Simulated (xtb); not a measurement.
A run for xtb: GFN1-xTB on O (SMILES [O]).

```
$ xtb mol.xyz --gfn 1 --sp --chrg 0 --uhf 2
1

O      0.00000000     0.00000000     0.00000000
```

Program output:

```
[...]
           -------------------------------------------------
          |                Calculation Setup                |
           -------------------------------------------------



           -------------------------------------------------
          |                 G F N 1 - x T B                 |
           -------------------------------------------------

        Reference                      10.1021/acs.jctc.7b00118
      * Hamiltonian:
        H0-scaling (s, p, d)           1.850000    2.250000    2.000000
        zeta-weighting                 0.000000
      * Dispersion:
        s8                             2.400000
        a1                             0.630000
        a2                             5.000000
        s9                             0.000000
      * Repulsion:
        kExp                           1.500000
        rExp                           1.000000
      * Coulomb:
        alpha                          2.000000
        third order                    atomic
        anisotropic                    false
      * Halogen bond correction:
        rad-scale                      1.300000
        damping                        0.440000


          ...................................................
          :                      SETUP                      :
          :.................................................:
          :  # basis functions                   4          :
          :  # atomic orbitals                   4          :
          :  # shells                            2          :
          :  # electrons                         6          :
          :  # halogen bonds                     0          :
          :  max. iterations                   250          :
          :  Hamiltonian                  GFN1-xTB          :
          :  restarted?                      false          :
          :  GBSA solvation                  false          :
          :  PC potential                    false          :
          :  electronic temp.          300.0000000     K    :
          :  accuracy                    1.0000000          :
          :  -> integral cutoff          0.2500000E+02      :
          :  -> integral neglect         0.1000000E-07      :
          :  -> SCF convergence          0.1000000E-05 Eh   :
          :  -> wf. convergence          0.2000000E-04 e    :
          :  Broyden damping             0.4000000          :
          :  net charge                          0          :
          :  unpaired electrons                  2          :
          ...................................................

 iter      E             dE          RMSdq      gap      omega  full diag
   1     -4.3508382 -0.435084E+01  0.724E-14    0.00       0.0  T
   2     -4.3508382  0.000000E+00  0.579E-14    0.00       0.0  T
   3     -4.3508382  0.000000E+00  0.446E-14    0.00       0.0  T

   *** convergence criteria satisfied after 3 iterations ***

         #    Occupation            Energy/Eh            Energy/eV
      -------------------------------------------------------------
         1        2.0000           -0.8598745             -23.3984
         2        1.3333           -0.6573188             -17.8866
         3        1.3333           -0.6573188             -17.8866
         4        1.3333           -0.6573188             -17.8866 (HOMO)
      -------------------------------------------------------------
                  HL-Gap            0.6573188 Eh           17.8866 eV
             Fermi-level           -0.3289886 Eh           -8.9522 eV

 transition dipole moment (au) for excitation:           3           4
     X       Y       Z
   0.0000   0.0000   0.0000  total (au/Debye):    0.000   0.000
Note: The following floating-point exceptions are signalling: IEEE_DENORMAL
normal termination of xtb
 dE (eV)             :    0.000
 oscillator strength :  0.00000E+00

 SCC (total)                   0 d,  0 h,  0 min,  0.001 sec
 SCC setup                      ...        0 min,  0.000 sec ( 12.003%)
 Dispersion                     ...        0 min,  0.000 sec (  4.243%)
 classical contributions        ...        0 min,  0.000 sec (  0.628%)
 integral evaluation            ...        0 min,  0.000 sec (  7.793%)
 iterations                     ...        0 min,  0.001 sec ( 54.728%)
 molecular gradient             ...        0 min,  0.000 sec (  2.159%)
 printout                       ...        0 min,  0.000 sec ( 17.514%)

         :::::::::::::::::::::::::::::::::::::::::::::::::::::
         ::                     SUMMARY                     ::
         :::::::::::::::::::::::::::::::::::::::::::::::::::::
         :: total energy              -4.350838196078 Eh    ::
         :: gradient norm              0.000000000000 Eh/a0 ::
         :: HOMO-LUMO gap              0.000000000000 eV    ::
         ::.................................................::
         :: SCC energy                -4.350838196078 Eh    ::
         :: -> electrostatic           0.000000000000 Eh    ::
         :: repulsion energy           0.000000000000 Eh    ::
         :: dispersion energy          0.000000000000 Eh    ::
         :: halogen bond corr.         0.000000000000 Eh    ::
         :: add. restraining           0.000000000000 Eh    ::
         :: total charge              -0.000000000000 e     ::
         :::::::::::::::::::::::::::::::::::::::::::::::::::::

           -------------------------------------------------
          |                Property Printout                |
           -------------------------------------------------

    * Orbital Energies and Occupations

         #    Occupation            Energy/Eh            Energy/eV
      -------------------------------------------------------------
         1        2.0000           -0.8598745             -23.3984
         2        1.3333           -0.6573188             -17.8866
         3        1.3333           -0.6573188             -17.8866
         4        1.3333           -0.6573188             -17.8866 (HOMO)
      -------------------------------------------------------------
                  HL-Gap            0.6573188 Eh           17.8866 eV
             Fermi-level           -0.3289886 Eh           -8.9522 eV

  Mulliken/CM5 charges         n(s)   n(p)   n(d)
     1O    -0.00000 -0.00000   2.000  4.000  0.000

Wiberg/Mayer (AO) data.
largest (>0.10) Wiberg bond orders for each atom

 ---------------------------------------------------------------------------
     #   Z sym  total        # sym  WBO       # sym  WBO       # sym  WBO
 ---------------------------------------------------------------------------
     1   8 O    0.000
 ---------------------------------------------------------------------------


 dipole moment from electron density (au)
     X       Y       Z
   0.0000   0.0000   0.0000  total (Debye):    0.000


           -------------------------------------------------
          | TOTAL ENERGY               -4.350838196078 Eh   |
          | GRADIENT NORM               0.000000000000 Eh/α |
          | HOMO-LUMO GAP              17.886554000000 eV   |
           -------------------------------------------------

------------------------------------------------------------------------
------------------------------------------------------------------------
 total:
 SCF:
```

The run finished.

Cost: roughly 0.06 core-seconds.
